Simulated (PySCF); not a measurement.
## [Lu(SH)2]+ relaxed at several levels

Computed with PySCF 2.14.0, PBE0, def2-SVP on the ligands, density fitting, scalar-relativistic core potentials, no spin-orbit coupling, vacuum. Each row is relaxed at its own level from the same template. Distances are means of the shortest metal–ligand contacts, charges and spins Mulliken's; removal energies are rigid, with the ligand's formal charge and no counterpoise, so too large; for an anion taken off a cation in vacuum most of it is the attraction of opposite charges, and multiply charged cations can part far more cheaply with an electron moved from ligand to metal. lcecp potentials hold a fixed number of 4f electrons in the core, out of states, spins and gaps.

```csv
level,basis on the metal,point group,M–SH (Å),charge on M (e),HOMO–LUMO gap (eV),removal of one SH (eV),"strongest infrared band, degenerate modes summed (cm⁻¹)",unstable modes (below −25 cm⁻¹)
PBE0,lcecp-1-SVP with ECP60,"C2, nearly planar",2.427,1.04,–,14.89,415,0
```

What does the calculation give for PBE0, def2-SVP with ECP28?

point group: C2, M–SH (Å): 2.401, charge on M (e): 0.98, HOMO–LUMO gap (eV): 4.44, removal of one SH (eV): 15.07, strongest infrared band, degenerate modes summed (cm⁻¹): 211, unstable modes (below −25 cm⁻¹): 0.
```xyz
5

Lu    0.0000    0.0000   -0.6757
S     1.8388   -0.0406    0.8672
H     2.7737   -0.2573   -0.0979
S    -1.8388    0.0406    0.8672
H    -2.7737    0.2573   -0.0979
```

One start shape was tried for each, so a minimum needn't be the lowest isomer.
